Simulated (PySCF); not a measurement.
## Multinuclear NMR of C$_{5}$H$_{6}$Cl$_{2}$O$_{2}$Si

Molfile (atoms numbered from 1):
```
C5H6Cl2O2Si
     RDKit          3D

 16 15  0  0  0  0  0  0  0  0999 V2000
    2.5184    1.4990    1.8359 O   0  0  0  0  0  0  0  0  0  0  0  0
    1.8943    0.8551    1.1124 C   0  0  0  0  0  0  0  0  0  0  0  0
    1.1460    0.0848    0.3575 C   0  0  0  0  0  0  0  0  0  0  0  0
    1.6342   -0.8088   -0.6503 C   0  0  0  0  0  0  0  0  0  0  0  0
    0.8874   -1.5238   -1.2884 O   0  0  0  0  0  0  0  0  0  0  0  0
   -0.3578    0.2058    0.4685 C   0  0  2  0  0  0  0  0  0  0  0  0
   -1.2305   -1.4416   -0.0700 Si  0  0  0  0  0  4  0  0  0  0  0  0
   -0.8162    1.3295   -0.4245 C   0  0  0  0  0  0  0  0  0  0  0  0
   -0.0689    2.8959    0.0479 Cl  0  0  0  0  0  0  0  0  0  0  0  0
   -2.5726    1.4929   -0.3488 Cl  0  0  0  0  0  0  0  0  0  0  0  0
    2.7188   -0.8262   -0.8204 H   0  0  0  0  0  0  0  0  0  0  0  0
   -0.6323    0.4418    1.4972 H   0  0  0  0  0  0  0  0  0  0  0  0
   -1.6237   -1.4233   -1.4677 H   0  0  0  0  0  0  0  0  0  0  0  0
   -2.4692   -1.3671    0.7277 H   0  0  0  0  0  0  0  0  0  0  0  0
   -0.4920   -2.5704    0.4801 H   0  0  0  0  0  0  0  0  0  0  0  0
   -0.5437    1.1653   -1.4683 H   0  0  0  0  0  0  0  0  0  0  0  0
  1  2  2  0
  2  3  2  0
  3  4  1  0
  4  5  2  0
  3  6  1  0
  6  7  1  0
  6  8  1  0
  8  9  1  0
  8 10  1  0
  4 11  1  0
  6 12  1  1
  7 13  1  0
  7 14  1  0
  7 15  1  0
  8 16  1  0
M  END
```

Non-relativistic, no solvent, one conformer, one averaged value for each set of equivalent atoms. Shielding tensors at PBE0/pcSseg-1 (GIAO); geometry from GFN2-xTB; PySCF.

(1) Predict the 29Si NMR data.

(2) Predict the 17O NMR data.

Answers

(1) 
```
atoms               environment  σ (ppm)  δ (ppm)
  Si7  silicon bonded to C, 3 H    418.4    -64.0
```

Shieldings were converted by a linear fit to measured shifts: 29Si: δ = 279.94 − 0.822σ (rms 8.9 ppm, 72 shifts, 25.8 ppm with the 6 outliers that the fit left out vs TMS, solution or neat liquid). A few per cent of atoms miss by over 2 rms, more outside the fitted compound classes.

On a 500 MHz spectrometer 29Si resonates near 99.3 MHz, so 1 ppm is 99.3 Hz.

(2) 
| atoms | environment | σ (ppm) | δ (ppm) |
| --- | --- | --- | --- |
| O5 | aldehyde oxygen | -245.1 | 490.0 |
| O1 | carbonyl oxygen | -66.3 | 327.1 |

Shieldings were converted by a linear fit to measured shifts: 17O: δ = 266.70 − 0.911σ (rms 10.7 ppm, 155 shifts, 12.2 ppm with the 3 outliers that the fit left out vs liquid water, solution or neat liquid). Occasional misses reach two or three times the rms, and more in compound classes unlike the fitted ones.

On a 600 MHz spectrometer 17O resonates near 81.3 MHz, so 1 ppm is 81.3 Hz.
